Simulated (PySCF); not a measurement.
Compound: C7H9NP (charge +1).
Atom-mapped SMILES: `[CH3:1][P+:2]1([n:3]2[cH:4][cH:5][cH:6][cH:7]2)[CH:8]=[CH:9]1` (hydrogens: H10, H11, H12 on C1; H13 on C4; H14 on C5; H15 on C6; H16 on C7; H17 on C8; H18 on C9)

Structure used (PBE0-D3(BJ)/def2-SVP), in Å, numbered top down from 1:
```
atom  x, y, z in Å
C1    -1.9880   -0.7334    1.1244
P2    -1.1268    0.1177   -0.1855
N3     0.5196   -0.0027    0.0296
C4     1.1842   -0.7844    0.9881
C5     2.5229   -0.6133    0.8037
C6     2.7088    0.2905   -0.2917
C7     1.4791    0.6524   -0.7538
C8    -1.7849    0.3426   -1.7737
C9    -1.7781    1.4705   -1.0481
H10   -3.0648   -0.5776    0.9710
H11   -1.6842   -0.3202    2.0975
H12   -1.7609   -1.8089    1.0832
H13    0.6414   -1.3892    1.7100
H14    3.3046   -1.0877    1.3941
H15    3.6595    0.6382   -0.6916
H16    1.1886    1.3173   -1.5643
H17   -2.0348   -0.0387   -2.7674
H18   -2.0173    2.5356   -1.1082
```

Computed at PBE0/pcSseg-1 (PySCF, non-relativistic), with Q(14N) = 0.02044 b: N3, 14N (I = 1): χzz = -3.281 MHz, η = 0.284.

Question: Where would the pure quadrupole (NQR) lines of 14N at N3 fall for the rigid, isolated species?

Answer: From ν± = (3/4)|χ|(1 ± η/3) and ν0 = |χ|η/2: ν+ 2.693 MHz, ν− 2.228 MHz, ν0 0.465 MHz (pyrrole-type nitrogen).

In a crystal, neighbours and librations shift these lines. These gradients aren't converged with respect to the basis.

These values come from a run that also computed NMR shieldings. Time: 48 s wall (grids of density and orbitals included); peak memory 0.95 GiB. Hardware: one thread of an Arm Neoverse V1, shared host with 32 logical CPUs at a one-minute load of 9.0.

One conformer stands for the species.
